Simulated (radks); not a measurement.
The numbers below are computed, except where a source is named.
Task: Valence configurations of Lu (all share [Xe]). Level of theory: Dirac Kohn-Sham, PBE, spin-unpolarised, spherical densities, finite nucleus; open shells fill j = l - 1/2 first; Fermi nuclear charge, rms radius 5.37 fm (a radial shooting solver on a logarithmic mesh with Libxc functionals). Order these by energy: 4f14 5d1.5 6s1.5; 4f14 5d1 6s1.5 6p0.5; 4f14 5d1 6s2; 4f14 5d0.5 6s2 6p0.5; 4f14 5d1 6p2; 4f13.5 5d1.5 6s2; 4f12 5d1 6s2 6p2; 4f14 5d2 6s1; 4f13 5d1 6s2 6p1; 4f14 5d1 6s1 6p1.

Result: From the lowest, in eV above it: 4f14 5d1 6s2 0.000; 4f14 5d0.5 6s2 6p0.5 0.277; 4f14 5d1.5 6s1.5 1.404; 4f14 5d1 6s1.5 6p0.5 1.547; 4f14 5d2 6s1 2.862; 4f14 5d1 6s1 6p1 3.133; 4f13.5 5d1.5 6s2 4.161; 4f14 5d1 6p2 6.404; 4f13 5d1 6s2 6p1 11.743; 4f12 5d1 6s2 6p2 33.568. NIST lists [Xe] 4f14 5d1 6s2 as the ground configuration; this level of theory agrees among the configurations tried. The energies are those of spherical spin-averaged densities, not of single terms.
